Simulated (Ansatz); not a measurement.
Species: CdI (charge +1, singlet). 
Structure (B3LYP-D3(BJ)/def2-TZVP (Ansatz, a program for electronic structure) minimum search):
SMILES: [Cd+][I]
```xyz
2

Cd     0.0000     0.0000    -1.3603
I      0.0000     0.0000     1.2320
```
Charge +1, spin multiplicity 1.

Basis-set convergence of Hartree-Fock and CCSD(T) correlation energies (hartree) with Ansatz. Valence correlation only, unless marked. Spin-orbit coupling is left out. The frozen core is the preceding noble-gas configuration, with the filled d and f shells of earlier blocks. In def2 rows, elements after Kr have scalar-relativistic effective core potentials.

| basis | functions | E(HF) | E(corr, CCSD(T)) | rough core time |
|---|---|---|---|---|
| def2-SVP | 57 | -463.25092 | -0.35962 | under 20 s |
| def2-TZVPP | 106 | -463.29999 | -0.54882 | under 20 s |
| def2-QZVPP | 170 | -463.30376 | -0.60417 | 23 s |

Extrapolating the two largest sets (X = 3 and 4) as X^-3: E(corr) = (64·(-0.60417) - 27·(-0.54882))/37 = -0.6446 Eh, an estimate of the basis-set limit. The largest set recovers 93.7 % of it, the smallest 55.8 %.
